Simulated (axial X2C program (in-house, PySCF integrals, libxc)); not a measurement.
# Low determinants of BiS at the PBE0 level, two-component

Calculated with an in-house all-electron X2C program for linear molecules (integrals from PySCF). Two-component (2c) means X2C with spin–orbit coupling and atomic mean-field two-electron Coulomb and Gaunt terms. Basis: Bi dyall-cv3z [12s14p10d6f1g], S dyall-av3z [9s8p3d2f] (cores contracted in-house); Gaussian nuclei, density fitting, unrestricted open shells. Masses: Bi 208.980 u, S 31.972 u.

Search at 2.350 Å (vertical energies from the lowest determinant):

```csv
ΔE (eV),state,electrons beyond evenly filled partner blocks,"electrons in ±ω = 1/2, 3/2, 5/2, 7/2"
0.00,Ω = 1/2,ω = 1/2,59 28 10 2
0.89,Ω = 3/2,ω = 3/2,58 29 10 2
1.69,Ω = 3/2,ω = 3/2,60 27 10 2
2.00,Ω = 5/2,"ω = -1/2, 2 × ω = 3/2",59 28 10 2
2.18,Ω = 1/2,"2 × ω = -1/2, ω = 3/2",58 29 10 2
2.81,Ω = 7/2,"ω = 1/2, 2 × ω = 3/2",59 28 10 2
2.97,Ω = 5/2,"2 × ω = 1/2, ω = 3/2",58 29 10 2
```

Lowest determinant, Ω = 1/2 (⟨Sz⟩ = -0.45, ⟨Lz⟩ = 0.95 at PBE0): Re = 2.314 Å, ωe = 424.0 cm⁻¹.

The determinant in row 2 of the search, Ω = 3/2 (⟨Sz⟩ = 0.51, ⟨Lz⟩ = 0.99 at PBE0), was followed along the bond at PBE0; measured from the minimum of the lowest determinant it gives:

Te = 0.890 eV (7182 cm⁻¹), Re = 2.310 Å, ωe = 410.9 cm⁻¹.

Task: Compare the bond of the determinant in row 2 with that of the lowest one.

Result: At PBE0 its Re is 0.004 Å shorter and its force constant, which goes as ωe², is 0.94 times that of the lowest determinant. T0 ≈ Te + Δωe/2 = 7182 + (-7) = 7175 cm⁻¹.

The search compares states at one distance, so a state with another bond length can lie lower; it is not exhaustive and yields mostly the lowest determinant of each block pattern, so other components and higher states of one pattern are missing. These are energies of single determinants, not of spin-adapted states; PBE0 term energies can be off by some tenths of an eV, and the functional has no current term.
